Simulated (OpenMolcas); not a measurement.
## Au5+ in a point-charge field

Au5+ among 6 point charges of -1.7 e arranged as a trigonal prism (D3h), 1.95 Å from the ion, with a polar angle of 44.7° against the regular 49.1°.
```
   1.3712    0.0000    1.3865  -1.70
  -0.6856    1.1875    1.3865  -1.70
  -0.6856   -1.1875    1.3865  -1.70
   1.3712    0.0000   -1.3865  -1.70
  -0.6856    1.1875   -1.3865  -1.70
  -0.6856   -1.1875   -1.3865  -1.70
```

```yaml
Program: OpenMolcas
Method: CASSCF
Basis: ANO-RCC-VDZP [7s6p4d2f]
Scalar_Hamiltonian: DKH2, point nucleus
Active_space: 6 electrons in 5 orbitals (5d)
State_averaging: 2S+1 = 5 even, 5 roots; 2S+1 = 3 even, 45 roots; 2S+1 = 1 even, 50 roots
Spin-orbit_coupling: RASSI with atomic mean-field integrals over the reference wave functions
```

The lowest spin-free states (labels of D3, the rotations of D3h), above the lowest:

```csv
State,Degeneracy,E (cm-1),Free-ion L (%)
5E,2,0.0,D (100)
5A1,1,9349,D (100)
5E,2,11905,D (100)
3E,2,19696,H (43)
3A2,1,21161,H (79)
3A1,1,21176,H (79)
3E,2,22066,H (71)
3A2,1,22273,H (68)
3E,2,23200,H (65)
3A2,1,26074,P (94)
1A1,1,26421,I (75)
3E,2,27011,G (60)
3E,2,27201,F (76)
3A2,1,28137,F (80)
3A1,1,28152,F (80)
3A1,1,28704,G (74)
1E,2,28770,I (88)
3E,2,29221,P (46)
1A1,1,31431,G (64)
1A2,1,31442,G (64)
```

The lowest levels with spin-orbit coupling:

```csv
E (cm-1),Degeneracy,Label,2S+1,g
0.0,2,E,5 (81 %),0.00 0.00 11.56
2480,1,A1,5 (78 %),
2481,1,A2,5 (78 %),
4475,2,E,5 (73 %),0.00 0.00 4.74
6248,1,A1,5 (54 %),
6499,2,E,5 (71 %),0.00 0.00 1.41
11173,1,A1,5 (72 %),
11952,1,A2,5 (81 %),
12631,2,E,5 (75 %),0.00 0.00 2.60
14488,2,E,5 (80 %),0.00 0.00 6.01
16597,1,A1,5 (69 %),
16598,1,A2,5 (69 %),
16968,2,E,5 (53 %),0.00 0.00 5.99
18080,2,E,5 (58 %),0.00 0.00 4.00
21699,1,A1,5 (61 %),
22289,1,A2,5 (83 %),
23245,2,E,5 (76 %),0.00 0.00 2.74
23290,1,A1,3 (50 %),
23298,1,A2,3 (50 %),
23460,2,E,3 (68 %),0.00 0.00 8.83
```

Powder χT (cm3 K/mol): 4.18 at 2 K, 4.19 at 10 K, 4.21 at 50 K, 4.24 at 100 K, 4.31 at 200 K, 4.37 at 300 K. The effective moment at 300 K is 2.828 √(χT) = 5.91 μB.

An orbital doublet at a regular site is open to a Jahn-Teller distortion, which this geometry leaves out. Without dynamic correlation the repulsion within the d shell is too large (B by tens of per cent), so at a given field states of lower spin stand too high. Point charges give a weaker field than real ligands, and real ions of this kind are as a rule low spin; the high spin found here belongs to the model. This is an electrostatic model: the charges have no orbitals. No measured value stands beside these numbers.

With an even number of electrons the g values are those of a degenerate or nearly degenerate non-Kramers pair.
